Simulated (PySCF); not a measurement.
Compound: C4H10PSSi (doublet state).
Geometry (GFN2-xTB, Å), atoms numbered from 1 in this order:
```xyz
17
C4H10PSSi angstrom
C      3.297    0.103    0.747
C      2.861    1.001   -0.033
S      1.081    1.316   -0.488
Si    -0.057   -0.203    0.532
P      1.002   -2.186    0.580
C     -1.743   -0.238   -0.360
C     -2.400    1.135   -0.419
H      3.069   -0.709    1.392
H      3.426    1.743   -0.569
H     -0.197    0.221    1.930
H     -0.105   -2.928    0.216
H      1.469   -2.128   -0.721
H     -1.619   -0.620   -1.376
H     -2.400   -0.936    0.161
H     -1.767    1.835   -0.958
H     -3.362    1.080   -0.927
H     -2.562    1.526    0.582
```

The hyperfine couplings belong to this conformer and change with its torsions.

The species is `P[Si@@H](S/C=[C]\[H])CC` [radical].

Level of theory: PySCF 2.14.0, UKS B3LYP, pcH-1 on C H P S Si, non-relativistic, mean-field spin-orbit, GIAO. One conformer (not necessarily the lowest) at the GFN2-xTB geometry, without solvent, vibrations or thermal averaging. Couplings are sensitive to structure, and on GFN2-xTB geometries they can be far from those on DFT ones. Stability of the SCF solution: not tested.

Predict the first-order ENDOR lines of C1, C2, C7, C6, H9, H11/H12, H8, H10, Si4 and P5 under fast tumbling at B = 3360.5 mT (W band).

For S = 1/2 in fast tumbling each set of equivalent nuclei gives two lines, ν± = |νn ± a/2| to first order, with νn = g_N μN B/h and μN/h = 7.62259 MHz/T.

```tsv
nuclei	isotope	g_N	νn (MHz)	a_iso (MHz)	lower line (MHz)	upper line (MHz)
C1	13C	1.4048	35.99	220.20	74.11	146.08
C2	13C	1.4048	35.99	-2.86	34.56	37.42
C7	13C	1.4048	35.99	1.88	35.04	36.93
C6	13C	1.4048	35.99	1.73	35.12	36.85
H9	1H	5.5857	143.08	109.89	88.14	198.03
H11/H12	1H	5.5857	143.08	5.74	140.21	145.95
H8	1H	5.5857	143.08	-5.05	140.56	145.60
H10	1H	5.5857	143.08	-1.02	142.57	143.59
Si4	29Si	-1.1106	28.45	1.61	27.64	29.25
P5	31P	2.2632	57.97	39.79	38.08	77.87
```

The rows for 13C and 29Si, of low natural abundance, apply to labelled samples.

Which pairs are centred on the nuclear Larmor frequency, and which on half the coupling?

Centred on νn, since |a| < 2νn: C2, C7, C6, H9, H11/H12, H8, H10, Si4 and P5. Centred on |a|/2 and split by 2νn: C1.

Class means assume fast exchange of nuclei equivalent by connectivity; if that motion is slow, each nucleus keeps its own coupling. The 1H value of +5.7 MHz is a mean of couplings from -0.8 to 12.3 MHz in this one geometry, not an average over conformers.

The Mulliken spin populations are largest on C1 (+0.96), S3 (+0.18) and C2 (-0.17). The positive populations add up to 1.20 and the negative ones to -0.20, together 2S = 1.
